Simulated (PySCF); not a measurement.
CH2O, charge +1, doublet, at the geometry optimised at the base level (a state made from the parent by changing its charge; the spin is typed, not shown lowest); HF/def2-SVP, frequencies (PySCF).

Input for PySCF:
```python
from pyscf import gto, scf
from pyscf.hessian import thermo

mol = gto.M(
    atom='''
O    -0.03307425    0.01571555    0.66501250
C     0.02664184   -0.01265913   -0.53567831
H     0.02697616    0.94458774   -1.07718863
H     0.07776679   -0.99435738   -1.02884148
''',
    basis='def2-svp',
    charge=1,
    spin=1,
    verbose=3,
)

mf = scf.UHF(mol)
mf.kernel()
hess = mf.Hessian().kernel()
freq = thermo.harmonic_analysis(mf.mol, hess)
print('frequencies / cm-1', freq['freq_wavenumber'].round(1))
th = thermo.thermo(mf, freq['freq_au'], 200, 101325)
thermo.dump_thermo(mf.mol, th)
```

### Question
Predict the main parts of the log of this PySCF run.

### Answer

```
converged SCF energy = -113.431656000566  <S^2> = 0.78492022  2S+1 = 2.0346206
frequencies / cm-1 [1045.3 1251.4 1439.3 1760.3 3128.9 3287.2]
temperature 200.0000 [K]
pressure 101325.00 [Pa]
Rotational constants [GHz] 266.37164 39.94709 34.73758
Symmetry number 2
Zero-point energy (ZPE) 0.02714 [Eh]   71252.465 [J/mol]
                           tot       elec      trans        rot        vib
Entropy [J/mol/K]       210.814      5.763    142.876     62.123      0.052
Cv [J/mol/K]             25.314      0.000     12.472     12.472      0.371
Cp [J/mol/K]             33.629      0.000     20.786     12.472      0.371
Internal energy [J/mol]                      2494.338   2494.338  71261.706
Internal energy [Eh]   -113.40261  -113.43166
Enthalpy [J/mol]                             4157.230   2494.338  71261.706
Enthalpy [Eh]          -113.40198
Gibbs free energy [J/mol]                  -24417.935  -9930.169  71251.300
Gibbs free energy [Eh] -113.41804
```
